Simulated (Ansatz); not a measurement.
`[CH3][GeH2][Cl]` + CH₃OH → `C[O][GeH2][Cl]` + CH₄ at 400 K and 1 bar (ligand exchange at a Ge–C bond).

Calculated with Ansatz (gas phase, PBE0-D4/def2-TZVP geometries, no zero-point term in ΔE). CCSD(T)/CBS is the MP2 limit (def2-TZVPP, def2-QZVPP) plus CCSD(T) − MP2 in def2-TZVPP, frozen cores. This one scheme is used for every species. For Ge outer-core shells are correlated without core-valence functions, which leaves a few kJ/mol of doubt a bond. Scalar relativity is left out up to krypton. One conformer a species, not always the lowest.

```json
{"species": "`[CH3][GeH2][Cl]`", "CCSD(T)/CBS energy (Eh)": "-2576.99593", "H − E (kJ/mol)": "166.6", "S (J/(mol·K))": "339.0"}
{"species": "CH₃OH", "CCSD(T)/CBS energy (Eh)": "-115.61712", "H − E (kJ/mol)": "151.2", "S (J/(mol·K))": "252.6"}
{"species": "`C[O][GeH2][Cl]`", "CCSD(T)/CBS energy (Eh)": "-2652.16457", "H − E (kJ/mol)": "184.8", "S (J/(mol·K))": "382.8"}
{"species": "CH₄", "CCSD(T)/CBS energy (Eh)": "-40.46206", "H − E (kJ/mol)": "131.3", "S (J/(mol·K))": "197.2"}
```

H − E and S are ideal-gas, rigid-rotor, harmonic terms from PBE0-D4/def2-TZVP, for one conformer and one mirror image of each species. 1 Eh = 2625.50 kJ/mol, R = 8.31446 J/(mol·K).

Task: By hand: ΔE, ΔH, ΔS and ΔG.

Result: ΔE = (-2652.16457) + (-40.46206) − (-2576.99593) − (-115.61712) = -0.01358 Eh = -35.7 kJ/mol. Δ(H − E) = 184.8 + 131.3 − 166.6 − 151.2 = -1.7, so ΔH = -37.4 kJ/mol. ΔS = 382.8 + 197.2 − 339.0 − 252.6 = -11.6 J/(mol·K). ΔG = -37.4 − 400 × (-11.6)/1000 = -32.8 kJ/mol.

Task: By hand: the equilibrium constant, and the temperature at which ΔG would vanish if ΔH and ΔS stayed fixed.

Result: log₁₀ K = −ΔG/(RT ln 10) = 4.3. ΔG = 0 at ΔH/ΔS = 3224 K, far beyond where these terms or the molecules hold.

The number of gas molecules stays the same, so ΔS is small and ΔH decides. A doubt of 5 kJ/mol in ΔE shifts log₁₀ K by 0.7 here. Other conformers and mirror images would add mixing entropy, several J/(mol·K) or more a flexible species. Modes under 60 cm⁻¹, often nearly free rotors, make the harmonic entropy too high. These are equilibria of isolated gas molecules and say nothing of rates. Largest T1 diagnostic: 0.011 (customary marks: 0.02 for closed shells, 0.045 for open ones).
